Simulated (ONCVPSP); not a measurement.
# Transferability test, ONCV potential for Hg (Z = 80)

```json
{
  "Element": "Hg (Z = 80)",
  "Generator": "ONCVPSP 4.0.1",
  "Type": "optimised norm-conserving Vanderbilt (ONCV)",
  "Functional": "BLYP",
  "Relativity": "scalar-relativistic",
  "Frozen core": "[Kr] 4d10",
  "Valence charge": "34",
  "Reference configuration": "4f14 5s2 5p6 5d10 (charge +2)",
  "Partial waves": "5s: rc 1.35 bohr, ncon 3, nbas 6, qcut 9.1 1/bohr, 2 projectors, debl 3.9 Ha; 5p: rc 1.75 bohr, ncon 5, nbas 9, qcut 9.2 1/bohr, 3 projectors, debl 0.7 Ha; 5d: rc 1.20 bohr, ncon 3, nbas 8, qcut 8.6 1/bohr, 2 projectors, debl 0.4 Ha; 4f: rc 0.55 bohr, ncon 4, nbas 9, qcut 27.8 1/bohr, 2 projectors, debl 0.9 Ha",
  "Local potential": "polynomial inside 0.45 bohr (lpopt 3, dvloc0 4 Ha)",
  "Core correction": "none"
}
```

In the s channel the program set the typed energies aside and used -5.049, 0.250 Ha. In the p channel the program set the typed energies aside and used -3.149, 0.250, 0.950 Ha. In the d channel the program set the typed energies aside and used -1.053, 0.250 Ha. In the f channel the program set the typed energies aside and used -4.225, 0.250 Ha.

Energies are relative to the spin-unpolarised reference configuration 4f14 5s2 5p6 5d10; without spin polarisation the order of configurations can differ from experiment.

Question: Give the all-electron excitation energy and the error of the potential for: 4f14 5s2 5p6 5d10 6s2; 4f14 5s2 5p6 5d10 6s1; 4f14 5s2 5p6 5d9; 4f14 5s2 5p6 5d9 6s2.

Answer:

```json
{"valence configuration": "4f14 5s2 5p6 5d10 6s2", "charge": "0", "ΔE all-electron (eV)": "-29.770", "error AE − PS (meV)": "+8.5"}
{"valence configuration": "4f14 5s2 5p6 5d10 6s1", "charge": "+1", "ΔE all-electron (eV)": "-19.073", "error AE − PS (meV)": "+6.2"}
{"valence configuration": "4f14 5s2 5p6 5d9", "charge": "+3", "ΔE all-electron (eV)": "35.396", "error AE − PS (meV)": "-6.7"}
{"valence configuration": "4f14 5s2 5p6 5d9 6s2", "charge": "+1", "ΔE all-electron (eV)": "-14.425", "error AE − PS (meV)": "+4.2"}
```

Note: ghosts flagged at negative energy: s at -1262.9 eV, p at -336.2 eV; GHOST(+) flagged for d at 49.8 eV, s at 313.7 eV. A true bound ghost makes a file unfit for plane-wave use.
